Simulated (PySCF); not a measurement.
Bond stretch in K₂, singlet.

UHF/def2-SVP (PySCF); UCCSD(T) = CCSD(T) on UHF/def2-SVP, 10 core orbitals frozen (PySCF 2.14.0).

Energies relative to the lowest point of each curve near equilibrium, in mEh:

```
R / Å   UHF
-----  ----
3.19   19.3
3.39   13.1
3.57    8.9
3.74    6.0
3.91    3.8
4.01    2.8
4.38    0.7
5.96    0.7
7.22    1.3
7.98    1.4
8.85    1.4
12.02   1.5
```

### Question
Predict the corresponding UCCSD(T) column.

### Answer
3.19: 11.2; 3.39: 6.3; 3.57: 3.3; 3.74: 1.4; 3.91: 0.3; 4.01: 0.0; 4.38: 0.8; 5.96: 13.6; 7.22: 17.5; 7.98: 18.1; 8.85: 18.4; 12.02: 18.6 (mEh).

The unrestricted determinant behind UHF, UCCSD(T) is spin-contaminated at 3.19 to 12.02 Å (<S²> up to 1.0, against 0.00 for a pure singlet).
